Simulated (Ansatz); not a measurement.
Born–Oppenheimer molecular dynamics of BBrH₆O₂Si (11 atoms, charge 0, multiplicity 1). It starts at the highest image of a converged band. Of that band: Neighbouring images differ by up to 1.8 eV, so the band resolves the path poorly. A vibrational analysis at the climbing image gives one clearly imaginary mode, 652i cm⁻¹: a first-order saddle point.

All numbers below come from RKS B3LYP-D4/def2-SVP in Ansatz.

* ensemble: NVE (velocity Verlet)
* time step: 0.5 fs
* steps asked: 200
* starting velocities drawn for: 100 K
* seed: 8602

First frame:

```xyz
11
Properties=species:S:1:pos:R:3
B -0.689 0.271 -0.208
Si 1.482 -0.299 -0.073
O -1.046 -0.053 -1.471
O -1.028 1.436 0.403
H -0.145 -0.752 0.530
Br -1.491 -1.505 1.568
H 1.902 0.784 -1.005
H 2.044 -0.089 1.284
H 1.791 -1.644 -0.616
H -1.811 0.452 -1.781
H -1.010 1.400 1.369
```

Problem. How far do the bonds stretch over the last three quarters of this one trajectory? (Pairs bonded in most of those frames.)

Solution. 
```
  bond  mean (Å)  spread (Å)  shortest  longest
B1–Si2     2.050       0.028      1.99     2.09
 B1–O3     1.359       0.011      1.34     1.37
 B1–O4     1.370       0.012      1.34     1.39
Si2–H7     1.502       0.009      1.48     1.52
Si2–H8     1.503       0.027      1.46     1.54
Si2–H9     1.497       0.006      1.49     1.51
O3–H10     0.971       0.003      0.97     0.98
O4–H11     0.965       0.004      0.96     0.97
H5–Br6     1.443       0.048      1.36     1.52
```

Mean temperature of the second half: 647 K. The conserved energy stayed within 0.053 meV per atom of its start (net change -0.0051 meV per atom), so the integration is sound. The kinetic energy rose, since the run started high on the potential surface and went downhill. It ends in pieces (BH5O2Si + BrH), so much of that is their flight and rotation, not heat. A run of 0.1 ps of so small a system gives no equilibrium averages. The orbitals stay closed-shell, which can raise the energy where a bond breaks towards radicals; this wasn't checked here.

Time of the run: 13 min on 4 threads of Arm Neoverse N1, with other jobs on the host, peak memory 0.33 GiB.
